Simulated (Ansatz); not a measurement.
Stepwise reaction of `O=C=[N][AlH2]` with hydrogen fluoride, as a gas-phase model of exchange steps in deposition or etching. ΔE in kJ/mol; ΔG adds harmonic PBE0-D4 terms to CCSD(T)/CBS, at 1 bar.

Calculated with Ansatz (gas phase, PBE0-D4/def2-TZVP geometries, no zero-point term in ΔE). CCSD(T)/CBS is the MP2 limit (def2-TZVPP, def2-QZVPP) plus CCSD(T) − MP2 in def2-TZVPP, frozen cores. This one scheme is used for every species. Functionals use def2-TZVPP. B3LYP here is the variant with VWN-RPA as its local correlation; programs differ in this. Each species was taken in one conformer, which may not be the lowest.

```
step                                        reaction  PBE-D4  B3LYP-D4  ωB97M-V  CCSD(T)/CBS  ΔG(400 K)
   1  `O=C=[N][AlH2]` + H–F → `O=C=[N][AlH][F]` + H₂  -163.7    -171.3   -169.5       -168.9     -170.2
```

Question: Give the row of step 2, `O=C=[N][AlH][F]` + H–F → `O=C=[N][Al]([F])[F]` + H₂. (Best estimate.)

Answer: Ansatz gave: 
```json
{"step": "2", "reaction": "`O=C=[N][AlH][F]` + H–F → `O=C=[N][Al]([F])[F]` + H₂", "PBE-D4": "-146.1", "B3LYP-D4": "-154.6", "ωB97M-V": "-151.7", "CCSD(T)/CBS": "-153.4", "ΔG(400 K)": "-150.5"}
```

Question: By hand: ΔE of the 2 steps together at CCSD(T)/CBS.

Answer: (-168.9) + (-153.4) = -322.3 kJ/mol, or -161.2 kJ/mol a step.

In ΔE each step is higher than the one before. All are downhill at CCSD(T)/CBS. ΔG lies between -170.2 and -150.5 kJ/mol a step. PBE-D4 differs from CCSD(T)/CBS by 5.2 to 7.3 kJ/mol a step. Isolated molecules leave out the surface, adducts and barriers. Largest T1 diagnostic: 0.016.
